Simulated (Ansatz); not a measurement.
A nudged elastic band was laid between two geometries of ClF$_{3}$H$_{3}$O$_{2}$Ta (10 atoms, charge 0, multiplicity 1).

These are results of RKS BHLYP-D4/def2-SVP (Ansatz), not measurements.

```yaml
movable_images: 7
climbing_image: yes
spring: 5.0 eV/Å²
optimiser: quadratic models (default)
start_path: through a guess of the saddle point
force_threshold: 0.05 eV/Å
iteration_limit: 60
end_points: relaxed
```

Initial state:

```xyz
10
Properties=species:S:1:pos:R:3
Ta -0.042 -0.028 -0.079
F 1.746 0.555 -0.257
F 0.451 -0.687 1.628
F -0.247 0.236 -1.932
O -0.908 1.487 0.489
H -1.368 2.246 0.824
Cl -1.798 -1.613 -0.125
O 1.094 -1.873 -0.738
H 0.729 -2.745 -0.578
H 2.043 -1.879 -0.599
```

Final state:

```xyz
10
Properties=species:S:1:pos:R:3
Ta -0.411 -0.506 -0.171
F 1.797 0.377 -0.312
F 0.077 -1.075 1.572
F -0.359 0.008 -1.979
O -0.722 1.229 0.430
H -0.356 2.047 0.753
Cl -2.457 -1.530 -0.212
O 0.939 -1.833 -0.710
H 1.179 -2.534 -0.103
H 2.014 -0.486 -0.636
```

**Question.** What changes between the two ends?

**Answer.** Bonds broken: O8–H10. Bonds formed: F2–H10.

**Question.** What energy profile does the band end with?

**Answer.** It converged. The highest image is number 6 of 0 to 8, 106.2 kJ/mol above the first end and 5.3 kJ/mol above the last; the last end lies 100.8 kJ/mol above the first. A vibrational analysis at the climbing image gives one clearly imaginary mode, 530i cm⁻¹: a first-order saddle point. The orbitals stay closed-shell, which can raise the energy where a bond breaks towards radicals; this wasn't checked here.

```json
{"image": "0", "path coordinate (Å)": "0.00", "energy (kJ/mol)": "0.0", "O8–H10 (Å)": "0.96", "F2–H10 (Å)": "2.48"}
{"image": "1", "path coordinate (Å)": "0.45", "energy (kJ/mol)": "1.3", "O8–H10 (Å)": "0.96", "F2–H10 (Å)": "2.35"}
{"image": "2", "path coordinate (Å)": "0.89", "energy (kJ/mol)": "3.4", "O8–H10 (Å)": "0.96", "F2–H10 (Å)": "2.34"}
{"image": "3", "path coordinate (Å)": "1.34", "energy (kJ/mol)": "8.0", "O8–H10 (Å)": "0.96", "F2–H10 (Å)": "2.22"}
{"image": "4", "path coordinate (Å)": "1.79", "energy (kJ/mol)": "18.2", "O8–H10 (Å)": "0.97", "F2–H10 (Å)": "1.96"}
{"image": "5", "path coordinate (Å)": "2.24", "energy (kJ/mol)": "50.8", "O8–H10 (Å)": "1.01", "F2–H10 (Å)": "1.52"}
{"image": "6", "path coordinate (Å)": "2.68", "energy (kJ/mol)": "106.2", "O8–H10 (Å)": "1.32", "F2–H10 (Å)": "1.06"}
{"image": "7", "path coordinate (Å)": "2.89", "energy (kJ/mol)": "102.5", "O8–H10 (Å)": "1.54", "F2–H10 (Å)": "0.97"}
{"image": "8", "path coordinate (Å)": "3.11", "energy (kJ/mol)": "100.8", "O8–H10 (Å)": "1.73", "F2–H10 (Å)": "0.95"}
```

**Question.** What is the geometry of the highest image?

**Answer.** 
```xyz
10
Properties=species:S:1:pos:R:3
Ta -0.365 -0.429 -0.157
F 1.723 0.307 -0.275
F 0.104 -1.096 1.552
F -0.376 0.014 -1.981
O -0.740 1.277 0.450
H -0.430 2.134 0.728
Cl -2.383 -1.519 -0.207
O 1.067 -1.775 -0.740
H 1.279 -2.509 -0.164
H 1.823 -0.706 -0.574
```

**Question.** What are the harmonic wavenumbers there?

**Answer.** 530i, 84, 126, 149, 175, 199, 208, 221, 284, 351, 368, 402, 495, 506, 640, 677, 701, 765, 788, 966, 1282, 2032, 3984, 4064 cm⁻¹.

The band took 23 iterations and about 30 core-minutes.

Time of the run: 8.7 min on 4 threads of Arm Neoverse V1, on a shared host, peak memory 0.43 GiB.
